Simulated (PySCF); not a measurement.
**How the method changes the constants of NaBr**

State: ¹Σ⁺ (singlet), closed shell. Set-up: PySCF, no relativity, basis sets Na pcseg-1, Br pcseg-1. De refers to Na + Br in their high-spin ground configurations, without counterpoise correction. A positive dipole means Na(−)Br(+).

| Level | Re (Å) | ωe (cm⁻¹) | De (eV) | μ (D) |
| --- | --- | --- | --- | --- |
| RHF | 2.538 | 298 | 2.81 | -9.67 |
| RHF-MP2 | 2.542 | 295 | 3.58 | n/a |
| RHF-SCS-MP2 | 2.543 | 295 | 3.50 | n/a |
| RHF-CCSD | 2.543 | 295 | 3.47 | n/a |
| RHF-CCSD(T) | 2.543 | 294 | 3.48 | n/a |
| PBE | 2.518 | 295 | 3.63 | -8.40 |
| revPBE | 2.539 | 288 | 3.53 | -8.54 |
| r²SCAN | 2.513 | 301 | 3.82 | -9.03 |
| B3LYP | 2.512 | 299 | 3.56 | -8.60 |
| PBE0 | 2.508 | 301 | 3.66 | -8.88 |
| M06 | 2.514 | 295 | 3.83 | -9.15 |
| LC-ωPBE | 2.504 | 305 | 3.67 | -9.28 |

(1) Which functional lies closest to RHF-CCSD(T) in De, which farthest, and by how much do they differ from it?

(2) What does a quarter of exact exchange do here, going from PBE to PBE0?

(3) What does the step from GGA to meta-GGA do here, going from PBE to r²SCAN?

Measured (Huber and Herzberg, Constants of Diatomic Molecules (1979)): Re = 2.502038 Å, ωe = 302.1 cm⁻¹.

Correlated steps freeze 10 core orbitals. Correlated levels converge slowly with the basis: in double zeta they bind strong bonds too weakly, by up to about 1 eV, and carry superposition errors of some tenths. Where the molecule has an RHF reference, its open-shell atoms are computed with UHF.

Results:

(1) Closest is revPBE (-0.4 pm in Re, -2.0 % in ωe, +0.05 eV in De against RHF-CCSD(T) in the same basis), farthest M06 (-2.9 pm in Re, +0.3 % in ωe, +0.35 eV in De). CCSD(T) converges more slowly with the basis than the functionals do and binds too weakly in this one, so the order can change at the basis-set limit.

(2) PBE0 less PBE: -1.0 pm in Re, +2.0 % in ωe, +0.03 eV in De. Exact exchange removes part of the self-interaction that spreads semilocal densities, and in most molecules shortens and stiffens the bond and lowers De; here De goes the other way.

(3) r²SCAN less PBE: -0.5 pm in Re, +2.0 % in ωe, +0.19 eV in De.
